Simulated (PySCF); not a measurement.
Spin states of RbBe⁺

Unrestricted PBE0; PySCF, spin-free X2C with a Gaussian nucleus, basis sets Rb x2c-SVPall, Be x2c-SVPall. Outer shells of the fragments: Rb+ closed shells only; Be 2s2.

Followed along the bond (rough minima from three points):

| 2Ms+1 | unpaired | ⟨S²⟩ at the start | R at minimum (Å) | Te (eV) |
| --- | --- | --- | --- | --- |
| 1 | none | 0.00 | 3.68 | 0.00 |
| 3 | σ ↑↑ | 2.00 | none in the scan | ≤ 2.08 |

Solutions found at the starting distance of 3.120 Å, counted from the lowest of them; the search is not exhaustive and high or unbound solutions are not listed, so other states can lie among these:

```csv
2Ms+1,unpaired,term,E (eV),⟨S²⟩,⟨Lz²⟩,μ (D)
1,none,¹Σ⁺,0.00,0.00,0.00,1.05
3,σ ↑↑,³Σ⁺,2.26,2.00,0.00,-0.61
3,"σ ↑, π ↑",³Π,2.35,2.00,1.00,0.65
1,"σ ↑, π ↓",mixed,3.39,1.00,1.00,1.06
3,"σ ↑, δ ↑",³Δ,7.86,2.00,4.00,13.34
1,"σ ↑, δ ↓",mixed,7.86,1.00,4.00,13.33
```

A term symbol is given only where ⟨S²⟩ and ⟨Lz²⟩ are close to those of a pure state; real π, δ and φ orbitals otherwise mix terms. A positive dipole points towards Be; it is taken about the centre of mass and depends on that origin.

Counting both spins, an empty level lies below a filled one in some of these solutions, because spin and occupation are held.
